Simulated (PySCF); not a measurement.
Sn(F)(Cl)(Me)2 (C2H6ClFSn), SMILES [CH3][Sn]([F])([Cl])[CH3]. Atoms are numbered in the order given.

```xyz
11

C      1.9416    -1.1336    -0.0644
Sn     0.0300    -0.1586    -0.1926
C     -1.8197    -1.1661    -0.6225
F      0.2272     1.1817    -1.6003
Cl    -0.2749     1.1123     1.7869
H      2.3743    -0.9138     0.9205
H      1.8291    -2.2185    -0.1969
H      2.5800    -0.7195    -0.8570
H     -2.2267    -0.7328    -1.5465
H     -2.5107    -0.9891     0.2123
H     -1.6488    -2.2436    -0.7532
```

Geometry optimised at B3LYP-D3(BJ)/def2-SVP. The structure was generated by enumeration; whether it is a known compound was not checked. The def2 effective core potentials stand for the cores of Sn; spin–orbit coupling is left out.

The numbers are results of PBE/def2-TZVP in PySCF, not measurements.

```json
{
  "total_energy": "-853.94848 hartree",
  "highest_occupied_level": "-7.12 eV",
  "lowest_empty_level": "-1.89 eV",
  "orbital_gap": "5.23 eV",
  "dipole_moment": "4.06 D",
  "quadrupole, principal values (traceless, Buckingham form, about the centre of nuclear charge)": "-7.88, 0.55, 7.33 D·Å",
  "mean_static_polarisability": "77.4 bohr³ (11.47 Å³)",
  "polarisability_principal_values": "63.4, 82.8, 86.0 bohr³"
}
```
